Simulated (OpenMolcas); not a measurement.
## Be⁺: from CASSCF to CASPT2

* Program: OpenMolcas 26.06
* Basis: ANO-RCC-VTZP [4s3p2d1f]
* Scalar Hamiltonian: DKH2, point nucleus
* Active space: 1 electron in 4 orbitals (2s 2p)
* State averaging: 2S+1 = 2 even, 1 root; 2S+1 = 2 odd, 3 roots
* Spin-orbit coupling: state interaction with AMFI integrals over the reference wave functions, term energies averaged over their components

Methods on the same reference wave functions:
A. CASSCF
B. SS-CASPT2, IPEA 0.25 Eh, imaginary shift 0.1 Eh (closed shells correlated: 1s)

Energies in cm⁻¹ above 2s ²S_1/2, the measured ground level; measured values from NIST Handbook of Basic Atomic Spectroscopic Data.

```csv
Level,A,B,Measured
2s ²S_1/2,0.0,0.0,0.0
2p ²P°_1/2,32864,32760,31929
2p ²P°_3/2,32869,32765,31935
```

Deviations, from unrounded energies. A percentage is the sum of absolute deviations over the sum of measured energies, with the sign that they share, or ± where signs differ.

```json
{"Against measurement": "mean absolute deviation (cm-1)", "Levels": "2", "A": "930", "B": "830"}
{"Against measurement": "other configurations (%)", "Levels": "2", "A": "+2.9", "B": "+2.6"}
```

B lies closest to measurement on these levels. The largest miss of B in the table is 2p ²P°_1/2, by +830 cm-1. The ranking rests on the paired levels alone, and a cruder setting can come out closer through cancelling errors.

The lowest spin-free term lies below A's lowest term by 0.035 hartree in B.

ANO sets are built for ground and valence states and can reach diffuse excited orbitals poorly. With one active electron the reference holds no correlation, so core polarisation is missing (holds for A). With one active electron, CASPT2 adds the correlation within the correlated inactive shells and between them and that electron, and leaves the splitting within a term as the reference gives it (holds for B). Measured partners are found by configuration, term and J. A level has none where our copy of the source lacks it or the pairing is in doubt (some pairs that miss far off the trend of their configuration count as doubtful), and it then counts in no deviation. Only configurations of the active space appear.

° marks odd parity.
